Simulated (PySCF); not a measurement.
Input file for PySCF: D3(BJ) and D4 dispersion corrections on C6H4 (SMILES C1=C=CC=CC=1).

```python
from pyscf import gto
from pyscf.dispersion import dftd3, dftd4

mol = gto.M(
    atom='''
    C     0.97799724    0.29295744   -0.00000000
    C    -0.23527977    0.99343959   -0.00000000
    C    -1.48248596    0.34246625   -0.00000000
    C    -1.30880719   -1.02554369   -0.00000000
    C    -0.23372070   -1.64624388   -0.00000000
    C     1.03784726   -1.11264102   -0.00000000
    H     1.90650130    0.85146333    0.00000000
    H    -0.21585620    2.07680070    0.00000000
    H    -2.41884628    0.88138768    0.00000000
    H     1.97275029   -1.65408641    0.00000000
    ''',
    basis='def2-svp',
    charge=0, spin=0, verbose=0, max_memory=1800)
d3, d4 = {}, {}
for xc in ['hf', 'pbe', 'blyp', 'revpbe', 'tpss', 'r2scan', 'b3lyp', 'pbe0', 'bhlyp', 'camb3lyp', 'b2plyp']:
    d3[xc] = float(dftd3.DFTD3Dispersion(mol, xc=xc, version='d3bj', atm=False).get_dispersion()['energy'])
    print(f'D3(BJ) {xc:10s} {d3[xc]:14.8f} Eh')
for xc in ['hf', 'pbe', 'blyp', 'revpbe', 'tpss', 'r2scan', 'b3lyp', 'pbe0', 'bhlyp', 'camb3lyp', 'b2plyp']:
    d4[xc] = float(dftd4.DFTD4Dispersion(mol, xc={'camb3lyp': 'cam-b3lyp'}.get(xc, xc), atm=True).get_dispersion()['energy'])
    print(f'D4     {xc:10s} {d4[xc]:14.8f} Eh')
```

It printed:

```
D3(BJ) hf            -0.08110875 Eh
D3(BJ) pbe           -0.00945738 Eh
D3(BJ) blyp          -0.02037142 Eh
D3(BJ) revpbe        -0.02455789 Eh
D3(BJ) tpss          -0.01187535 Eh
D3(BJ) r2scan        -0.00252821 Eh
D3(BJ) b3lyp         -0.01658708 Eh
D3(BJ) pbe0          -0.00808045 Eh
D3(BJ) bhlyp         -0.01290082 Eh
D3(BJ) camb3lyp      -0.00717655 Eh
D3(BJ) b2plyp        -0.00759209 Eh
D4     hf            -0.03670262 Eh
D4     pbe           -0.00938548 Eh
D4     blyp          -0.02139957 Eh
D4     revpbe        -0.03228349 Eh
D4     tpss          -0.01275009 Eh
D4     r2scan        -0.00223199 Eh
D4     b3lyp         -0.01518499 Eh
D4     pbe0          -0.00779520 Eh
D4     bhlyp         -0.01074418 Eh
D4     camb3lyp      -0.00778701 Eh
D4     b2plyp        -0.00651519 Eh
```

The run finished.

Cost: around 0.05 core-seconds (rough).
